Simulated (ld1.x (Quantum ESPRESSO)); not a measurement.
Pd (Z = 46): one change to a TM semilocal potential, before and after

* Element: Pd (Z = 46)
* Generator: ld1.x (Quantum ESPRESSO) 7.5
* Type: norm-conserving Troullier–Martins (semilocal form)
* Functional: LDA (PZ)
* Relativity: scalar-relativistic
* Frozen core: [Ar] 3d10 4s2
* Valence charge: 16
* Reference configuration: 4p6 4d8 5s0 5p0 (charge +2)
* Partial waves: 5s (bound, empty): rc 2.45 bohr; 4p (bound): rc 1.20 bohr; 4d (bound): rc 1.55 bohr
* Local potential: the d channel
* Core correction: none

Change: all radii scaled by about 1.08 (s 2.66, p 1.30, d 1.68 bohr).

Cutoffs: the cutoffs (Ry, on a coarse ladder) from which the occupation-weighted sum of valence levels, in a spherical-Bessel basis at the reference potential, stays within 10 and 1 mRy of its value at 400 Ry; they do not see the model core or the augmentation charge, which bear on the density cutoff. Errors are all-electron minus pseudo energies relative to the spin-unpolarised reference configuration.

Problem. What does the change do?

Solution. The potential gets softer (110 Ry and 160 Ry → 80 Ry and 140 Ry); of the 9 tests that both files solve, the error grows in 4 and shrinks in 0 by more than 15 % and 0.3 meV (median size 20.4 → 18.5 meV); neither file shows a bound ghost. A larger radius leaves more room for a smooth pseudo-wave, so fewer plane waves are needed. More of the atom is replaced by a form fitted at one configuration, so other configurations suffer. A semilocal file is local in each channel, so a ghost entry of none says nothing of the separable form that plane-wave codes build from it.

| quantity | base | changed |
| --- | --- | --- |
| cutoff, loose | 110 Ry | 80 Ry |
| cutoff, tight | 160 Ry | 140 Ry |
| loose cutoff by channel (10 mRy a level) | p 70 Ry, d 50 Ry | p 55 Ry, d 50 Ry |
| bound ghosts | none | none |
| error for 4p6 4d10 5s0 5p0, meV [ΔE -30.47 eV] | +0.1 | -3.5 |
| error for 4p6 4d9 5s0 5p0, meV [ΔE -21.08 eV] | +0.5 | -0.5 |
| error for 4p6 4d7 5s0 5p0, meV [ΔE 34.60 eV] | -5.9 | -6.3 |
| error for 4p6 4d9.5 5s0 5p0, meV [ΔE -27.10 eV] | +0.1 | -2.1 |
| error for 4p5 4d10 5s0 5p0, meV [ΔE 26.87 eV] | -33 | -44 |
| error for 4p6 4d9 5s0 5p1, meV [ΔE -25.15 eV] | +21 | +34 |
| error for 4p6 4d6 5s0 5p0, meV [ΔE 84.15 eV] | -20 | -19 |
| error for 4p6 4d8 5s0 5p0 (spin-polarised), meV [ΔE -0.63 eV] | +108 | +109 |
| error for 4p6 4d9 5s0 5p0 (spin-polarised), meV [ΔE -21.23 eV] | +24 | +23 |
